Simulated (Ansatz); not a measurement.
Basis-set extrapolation for CH₇ClOSi₂, SMILES `OC([SiH3])[SiH2]Cl` (PBE0-D4/def2-TZVP geometry, frozen core, Ansatz). Multiplicity 1, RHF reference.

```json
{"": "HF", "def2-TZVPP": "-1154.290001", "def2-QZVPP": "-1154.326355"}
{"": "MP2 correlation", "def2-TZVPP": "-0.853848", "def2-QZVPP": "-0.923376"}
{"": "CCSD(T) correlation", "def2-TZVPP": "-0.952105", "def2-QZVPP": "not run"}
```

Energies in hartree. Use E(X) = E(∞) + A·exp(−7.88·√X) for Hartree–Fock and E(X) = E(∞) + B·X^(−2.97) for correlation, with X = 3 and 4, and add CCSD(T) minus MP2 of the smaller set to the MP2 limit.

**Question.** What is the CCSD(T) energy at the basis-set limit?

**Answer.** HF limit: -1154.326355 + (-0.036354) × 0.13774 = -1154.33136. MP2 limit: -0.923376 + (-0.069528) × 0.74074 = -0.97488. Higher-order term: -0.952105 − (-0.853848) = -0.09826. Total: -1155.40450 hartree, 426.4 kJ/mol below CCSD(T)/def2-TZVPP.
